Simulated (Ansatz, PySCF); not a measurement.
HI, charge +1, doublet, geometry from GFN2-xTB (a state made from the parent by changing its charge; the spin is typed, not shown lowest) (all electrons, no relativity). Base run: WB97X-V/6-311G** (PySCF).

Geometry (Å):
```xyz
2

I      0.0000     0.0000    -0.0300
H      0.0000     0.0000     1.5919
```
Charge +1, spin multiplicity 2.
Orbitals are unrestricted.
All else is at PySCF's defaults.

The same geometry, method and basis name were run in Ansatz (a quantum-chemistry and plane-wave program) and PySCF, at each program's defaults and at the settings that a row names. The base is PySCF at its defaults. Differences at the defaults can come from grids, fitting, cores and function types together.

| code and settings | ΔE vs base (mEh) | basis functions | E (Eh) | SCF cycles |
|---|---|---|---|---|
| PySCF, defaults (exact integrals, its default grid, spherical functions) | 0.000 | 68 | -6919.30452 | 11 |
| Ansatz, defaults (factorised integrals, its default grid, spherical functions) | 0.001 | 68 | -6919.30452 | - |
| PySCF, fine grid | 0.002 | 68 | -6919.30451 | 11 |
| Ansatz, high accuracy | 0.000 | 68 | -6919.30452 | - |

Open shells are given as the SCF converged; they aren't shown to be the lowest states, and a large step between rows can be another state.
